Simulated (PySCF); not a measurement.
LDA on Rb⁻ (rubidium, charge -1), [Kr] 5s2, closed-shell 1S. Calculation: PySCF 2.14, in aug-cc-pwCVTZ-X2C with one added diffuse shell each of s, p, d, f type (11s10p8d4f, 109 functions); the spin-free X2C one-electron Hamiltonian (Gaussian nucleus).

```
cycle= 1 E= -2977.01878607269  delta_E= -0.0143  |g|= 0.101  |ddm|= 1.41
cycle= 2 E= -2977.01373625513  delta_E= 0.00505  |g|= 0.0519  |ddm|=  6.1
cycle= 3 E= -2977.01952273567  delta_E= -0.00579  |g|= 0.0359  |ddm|= 6.07
cycle= 4 E= -2977.02263016446  delta_E= -0.00311  |g|= 0.00683  |ddm|= 0.318
cycle= 5 E= -2977.02301778269  delta_E= -0.000388  |g|= 0.00104  |ddm|= 0.239
cycle= 6 E= -2977.02301991783  delta_E= -2.14e-06  |g|= 0.000334  |ddm|= 0.0329
cycle= 7 E= -2977.02302045445  delta_E= -5.37e-07  |g|= 2.36e-05  |ddm|= 0.0215
cycle= 8 E= -2977.02302045736  delta_E= -2.91e-09  |g|= 7.58e-07  |ddm|= 0.0041
cycle= 9 E= -2977.02302045737  delta_E= -5e-12  |g|= 7.96e-08  |ddm|= 0.000123
converged SCF energy = -2977.02302045737  <S^2> = -1.7763568e-14  2S+1 = 1
```

Highest occupied orbital energy: 0.642 eV; ⟨L²⟩ = 0.00; populations by l: s 10.00, p 18.00, d 10.00, f 0.00.

(1) Can this result be used?

Results:

(1) With care. Self-consistency was reached. At LDA the highest occupied level has a positive energy, so only the finite basis holds that electron; in a semilocal or global hybrid functional this comes from self-interaction and does not mean that the real anion is unbound.
